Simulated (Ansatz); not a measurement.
`[C][Se]`. Total charge 0; spin multiplicity 1. Correlated methods include outer-core shells of Se, which these sets cover unevenly. Scalar relativity is left out up to krypton.

```xyz
2

C    -0.726    0.404   -0.087
Se    0.726   -0.404    0.087
```

Question: Give the diagnostics of a CCSD(T)/def2-TZVPP run (frozen core, Ansatz 0.2.0). (Best estimate.)

Answer: Ansatz gave: T1 = 0.0220, largest single amplitude 0.049, largest double 0.099, (T) share of the correlation energy 5.6 %, 9 CCSD cycles. The RHF solution is unstable towards an unrestricted one. T1 lies over the customary mark of 0.02 for closed shells.
